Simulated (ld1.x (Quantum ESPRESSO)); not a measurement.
Bi (Z = 83): from the effect back to the setting (TM)

Base potential:

ld1.x (Quantum ESPRESSO) 7.5 input, shortened:

```
&input
   title='Bi', zed=83., rel=1, dft='PZ', iswitch=3,
   config='[Xe] 4f14 5d10 6s2 6p3 6d-2'
 /
 &inputp
   pseudotype=2, tm=.true., lloc=1,
   nlcc=.true., new_core_ps=.true.
 /
3
6S  1  0   2.00   0.00  1.40  1.40  0.0
6D  3  2  -2.00  -0.15  2.40  2.40  0.0
6P  2  1   3.00   0.00  2.25  2.25  0.0
 &test
   configts(1)='6s2 6p3'
 /
```

Cutoffs, loose and tight: the cutoffs (Ry, on a coarse ladder) from which the occupation-weighted sum of valence levels, in a spherical-Bessel basis at the reference potential, stays within 10 and 1 mRy of its value at 400 Ry. They do not see the model core or the augmentation charge, which bear on the density cutoff. Test errors are all-electron minus pseudo excitation energies from the reference, over the configurations 6s2 6p2; 6s2 6p1; 6s2 6p0; 6s2 6p3.3; 6s2 6p2.5; 6s1 6p3; 6s1 6p4 (two spin-polarised tests are not counted in the largest error); variants that change the core or the reference have their own tests.

Only the scale of all radii but the core radius (base = 1) is moved (2 further runs of the sweep failed or gave no value and are left out):

```csv
scale of all radii but the core radius (base = 1),"cutoff, loose","cutoff, tight",bound ghosts,largest test error (meV)
0.95,140 Ry,230 Ry,d,-250
1.04,55 Ry,160 Ry,d,-242
1.1,50 Ry,110 Ry,d,-241
1.26,25 Ry,50 Ry,none,-256
1.35,25 Ry,40 Ry,none,-270
```

Task: One more run gave cutoff, loose: 30 Ry; cutoff, tight: 80 Ry; bound ghosts: none; largest test error (meV): -245. Which value of the scale of all radii but the core radius (base = 1) was used?

Result: 1.18. The tight cutoff moves one way along this sweep, from 230 Ry at 0.95 to 40 Ry at 1.35, which places the run between 1.1 and 1.26.
